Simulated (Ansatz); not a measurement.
A structure relaxed at PBE-D4/def2-SVPD in Ansatz, charge -1, doublet:

Cartesian coordinates in Å:
```
Ge 1.727 -0.081 0.037
Ge -1.125 -0.053 -0.481
O -1.991 1.401 -0.750
O 0.794 -1.169 1.323
O 0.532 -0.255 -1.357
O 0.062 0.157 1.229
```

Question: Give its formula.

Answer: Ge2O4⁻.

Question: Summarise the bond lengths by kind (pairs closer than 1.2 times the sum of covalent radii, bridged metal pairs left out).

Answer: 6 × Ge–O 1.71 to 2.09 Å; 1 × O–O 1.52 Å.

The structure holds 1 bond(s) between oxygen atoms. The relaxation made no stability test and no search for a lower SCF solution. Another isomer (doublet) lies 2.30 eV lower at PBE0-D4/def2-TZVPD; other spin states weren't run for this one.
